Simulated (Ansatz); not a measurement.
Compare A (`O=[C](S)[GeH3]`) with its isomer B (`C1[O][GeH2][S]1`).

Isolated molecules relaxed with PBE0-D4/def2-TZVP in Ansatz; ΔE leaves out vibrations. CCSD(T)/CBS adds triple-zeta CCSD(T) − MP2 to the extrapolated MP2 energy (def2 sets, frozen cores). DFT in def2-TZVPP. B3LYP here is the variant with VWN-RPA as its local correlation; programs differ in this. For Ge outer-core shells are correlated without core-valence functions, which leaves a few kJ/mol of doubt a bond. Scalar relativity is left out up to krypton. One conformer a species, not always the lowest.

Which isomer does CCSD(T)/CBS put lower? Give the gap. (Estimate.)

Computed: B, by 18.4 kcal/mol.

Give E(B) − E(A) in kcal/mol with CCSD/def2-TZVPP, CCSD(T)/def2-TZVPP, ωB97M-V, B3LYP-D4, HF/def2-TZVPP, r2SCAN-D4, B3LYP. (Estimate.)

The calculation gave: CCSD/def2-TZVPP -18.6, CCSD(T)/def2-TZVPP -17.5, ωB97M-V -17.9, B3LYP-D4 -13.0, HF/def2-TZVPP -19.3, r2SCAN-D4 -14.4, B3LYP -12.7. None reverses the order clearly.

Largest T1 diagnostic: 0.016.

From PBE to PBE0 (25 % exact exchange), in def2-TZVPP and without D4, E(B) − E(A) moves by −5.3 kcal/mol.
